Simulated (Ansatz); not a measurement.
`[BH2][SnH2][C]#C` + `FCCI` → `C#[C][SnH2][F]` + `BCCI`  (formal exchange of groups at the Sn–B bond)

Gas-phase electronic energies from Ansatz, PBE0-D4/def2-TZVP geometries. CBS: MP2 limit from def2 TZ/QZ plus the TZ coupled-cluster correction, frozen cores. DFT in def2-TZVPP. B3LYP here is the variant with VWN-RPA as its local correlation; programs differ in this. def2 core potentials past Kr. For I, Sn outer-core shells are correlated without core-valence functions, which leaves a few kJ/mol of doubt a bond. Each species was taken in one conformer, which may not be the lowest.

```csv
level,ΔE (kJ/mol)
B3LYP-D4,-148.2
PBE,-143.8
r2SCAN,-151.7
B3LYP,-147.6
MP2/def2-TZVPP,-150.2
CCSD/def2-TZVPP,-139.3
CCSD(T)/def2-TZVPP,-140.2
MP2/CBS(def2),-159.0
```

(1) What does CCSD(T)/CBS give? (Estimate.)

Largest T1 diagnostic among the species: 0.014.

Results:

(1) Ansatz gave: -149.0 kJ/mol. The listed levels differ from it by 0.8, 5.2, -2.7, 1.4, -1.2, 9.7, 8.8, -10.0 kJ/mol.
